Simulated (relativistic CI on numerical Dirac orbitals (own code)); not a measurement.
# V3+ in a cubic cluster: 1s photoemission with charge transfer

Computed with a charge-transfer multiplet model of a cubic metal-ligand cluster with up to 2 ligand holes, Slater and spin-orbit integrals from Dirac-Coulomb-Breit ions, Slater integrals scaled by 0.9. The ground state mixes d2 with configurations of k ligand holes L, whose averages lie at kΔ + k(k − 1)U_dd/2; a core hole lowers each added d electron by U_cd. 20 K, Lorentzian 1.1 eV and Gaussian 0.6 eV FWHM.

Atomic integrals in eV (Slater integrals scaled, ζ unscaled), ground: F2dd 9.064, F4dd 5.680, zeta_d 0.024; with the core hole: F2dd 10.621, F4dd 6.689, zeta_d 0.040, G2cd 0.050.

Cluster parameters (eV): Δ = 1.5, U_cd = 7.2, 10Dq = 1.6, 10Dq(ligand) = 1.2, V(eg) = 1.4, V(t2g) = -0.72, final-state hopping factor = 0.8.

```csv
Case,n_d,d2,d3L,d4L2,S
U_dd = 5.8 eV,2.62,0.44,0.50,0.06,1.00
U_dd = 6.5 eV,2.60,0.45,0.50,0.05,1.00
U_dd = 7.2 eV,2.59,0.46,0.49,0.05,1.00
```

Weights, n_d and S are thermal averages at 20 K. Binding energies count from the first peak over 30 % of the highest in each spectrum, which can be another peak from case to case. The parameters are a model scan and need not match a compound or its usual spin state. Peaks in eV (height, largest 100):
- U_dd = 5.8 eV: 0.0 (100), 2.6 (39), 6.3 (22), 7.6 (21), 11.6 (24)
- U_dd = 6.5 eV: 0.0 (100), 2.7 (32), 4.8 (15), 7.7 (19), 11.3 (21)
- U_dd = 7.2 eV: 0.0 (100), 2.7 (26), 7.8 (18), 10.7 (19)

For the case U_dd = 5.8 eV, Δ = 1.5 eV is smaller than U_dd = 5.8 eV, the charge-transfer side of the Zaanen-Sawatzky-Allen scheme. With the core hole the average of the configuration with one ligand hole lies at Δ − U_cd = -5.7 eV before mixing: it lies below the unscreened one, so the lowest final states are mostly screened and the unscreened weight appears at higher binding energy as a satellite.

With at most 2 ligand holes the space is cut while the next configuration still counts, so covalency is underestimated, and a final configuration with one more ligand hole, which can lie low, is missing from the spectra.
